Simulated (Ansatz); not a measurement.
A short molecular-dynamics run on the cluster Rb3⁺.

```yaml
crystal:
  periodic: [false, false, false]
  atoms:
    - {symbol: Rb, position_ang: [0.351165, -1.074078, -2.492515]}
    - {symbol: Rb, position_ang: [-0.671413, 2.639405, 0.270631]}
    - {symbol: Rb, position_ang: [0.320248, -1.565327, 2.221884]}
basis:
  gaussian: {orbitals: def2-SVP}
total_charge: 1
hamiltonian: {xc: {name: revPBE}}
md: {timestep: 2 fs, n_steps: 15, ensemble: nve, temperature: 700, initial_velocities: maxwell_boltzmann, seed: 399}
scf: {omitted_lower_state_checks: [starts]}
```

```sh
$ ansatz run in.yaml --threads 4 --pin off --events-out ev --progress --plain --max-ram 3916MiB
```

```tsv
step	time (fs)	potential energy (eV)	kinetic (eV)	T (K)	conserved (eV)
0	0.0	-1965.6009	0.0905	700	-1965.5104
1	2.0	-1965.6009	0.0905	700	-1965.5104
2	4.0	-1965.6010	0.0906	701	-1965.5104
3	6.0	-1965.6009	0.0905	701	-1965.5104
4	8.0	-1965.6009	0.0905	700	-1965.5104
5	10.0	-1965.6009	0.0905	700	-1965.5104
6	12.0	-1965.6008	0.0904	699	-1965.5104
7	14.0	-1965.6006	0.0902	698	-1965.5104
8	16.0	-1965.6005	0.0901	697	-1965.5104
9	18.0	-1965.6003	0.0899	696	-1965.5104
10	20.0	-1965.6001	0.0897	694	-1965.5104
11	22.0	-1965.5999	0.0895	692	-1965.5104
12	24.0	-1965.5997	0.0893	690	-1965.5104
13	26.0	-1965.5994	0.0890	688	-1965.5104
14	28.0	-1965.5991	0.0887	686	-1965.5104
15	30.0	-1965.5987	0.0883	683	-1965.5104
```

Velocities are drawn at the set temperature; a run this short doesn't reach equilibrium.

In the def2 sets Rb takes a core potential; there is no spin–orbit coupling.

Frames (Å, forces in eV/Å):

```xyz
3
time=0.0 fs
Rb    0.351   -1.074   -2.493    0.007   -0.021   -0.050
Rb   -0.671    2.639    0.271   -0.013    0.053    0.005
Rb    0.320   -1.565    2.222    0.006   -0.031    0.044
3
time=2.0 fs
Rb    0.351   -1.073   -2.498    0.007   -0.022   -0.048
Rb   -0.670    2.635    0.272   -0.014    0.054    0.005
Rb    0.319   -1.562    2.226    0.007   -0.033    0.043
3
time=4.0 fs
Rb    0.351   -1.072   -2.503    0.007   -0.022   -0.045
Rb   -0.669    2.631    0.274   -0.014    0.056    0.004
Rb    0.318   -1.558    2.229    0.007   -0.034    0.041
3
time=6.0 fs
Rb    0.351   -1.072   -2.509    0.007   -0.022   -0.043
Rb   -0.668    2.626    0.276   -0.015    0.057    0.003
Rb    0.317   -1.555    2.233    0.008   -0.035    0.040
3
time=8.0 fs
Rb    0.351   -1.071   -2.515    0.007   -0.022   -0.041
Rb   -0.667    2.622    0.278   -0.015    0.059    0.002
Rb    0.316   -1.551    2.237    0.008   -0.037    0.038
3
time=10.0 fs
Rb    0.351   -1.070   -2.520    0.007   -0.023   -0.038
Rb   -0.666    2.618    0.279   -0.015    0.060    0.002
Rb    0.315   -1.548    2.241    0.008   -0.038    0.037
3
time=12.0 fs
Rb    0.351   -1.069   -2.526    0.007   -0.023   -0.036
Rb   -0.665    2.613    0.281   -0.016    0.062    0.001
Rb    0.314   -1.544    2.244    0.009   -0.039    0.035
3
time=14.0 fs
Rb    0.351   -1.069   -2.531    0.007   -0.023   -0.034
Rb   -0.664    2.609    0.283   -0.016    0.063    0.000
Rb    0.313   -1.541    2.248    0.009   -0.041    0.034
3
time=16.0 fs
Rb    0.351   -1.068   -2.537    0.007   -0.023   -0.032
Rb   -0.663    2.605    0.285   -0.016    0.065   -0.001
Rb    0.312   -1.537    2.252    0.009   -0.042    0.032
3
time=18.0 fs
Rb    0.351   -1.067   -2.543    0.007   -0.023   -0.029
Rb   -0.662    2.601    0.287   -0.017    0.066   -0.001
Rb    0.311   -1.534    2.256    0.010   -0.043    0.031
3
time=20.0 fs
Rb    0.351   -1.066   -2.548    0.007   -0.023   -0.027
Rb   -0.661    2.597    0.288   -0.017    0.068   -0.002
Rb    0.310   -1.530    2.260    0.010   -0.045    0.030
3
time=22.0 fs
Rb    0.351   -1.066   -2.554    0.007   -0.023   -0.025
Rb   -0.660    2.593    0.290   -0.017    0.069   -0.003
Rb    0.309   -1.527    2.264    0.011   -0.046    0.028
3
time=24.0 fs
Rb    0.351   -1.065   -2.559    0.007   -0.023   -0.023
Rb   -0.659    2.589    0.292   -0.018    0.071   -0.004
Rb    0.308   -1.524    2.268    0.011   -0.047    0.027
3
time=26.0 fs
Rb    0.351   -1.064   -2.565    0.007   -0.023   -0.021
Rb   -0.658    2.584    0.294   -0.018    0.072   -0.005
Rb    0.307   -1.520    2.272    0.011   -0.049    0.025
3
time=28.0 fs
Rb    0.351   -1.064   -2.571    0.007   -0.024   -0.018
Rb   -0.657    2.580    0.295   -0.018    0.074   -0.006
Rb    0.306   -1.517    2.275    0.012   -0.050    0.024
3
time=30.0 fs
Rb    0.351   -1.063   -2.576    0.006   -0.024   -0.016
Rb   -0.656    2.576    0.297   -0.019    0.075   -0.007
Rb    0.305   -1.514    2.279    0.012   -0.051    0.023
```

Hardware: 4 threads of Arm Neoverse V2 on a shared host. Wall time 12 s.
